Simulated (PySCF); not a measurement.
Al(H)(Me)(NCO) (C2H4AlNO), SMILES [CH3][AlH][N]=C=O.

Geometry: B3LYP-D3(BJ)/def2-SVP. The geometry has at least one imaginary mode, so it is a saddle point at that level. The structure was generated by enumeration; whether it is a known compound was not checked. The values are those of a single conformer.

Level of theory: PBE/def2-TZVP in PySCF.

**Question.** Estimate the frontier levels, gap, dipole moment and polarisability. (Estimate from the structure and the level; the computed values follow.)

**Answer.** 
```yaml
highest_occupied_level: -6.76 eV
lowest_empty_level: -2.08 eV
orbital_gap: 4.68 eV
dipole_moment: 0.539 e·Å
quadrupole, principal values (traceless, Buckingham form, about the centre of nuclear charge): -7.78, -0.08, 7.86 D·Å
mean_static_polarisability: 60.6 bohr³ (8.98 Å³)
polarisability_principal_values: 42.6, 53.0, 86.1 bohr³
```
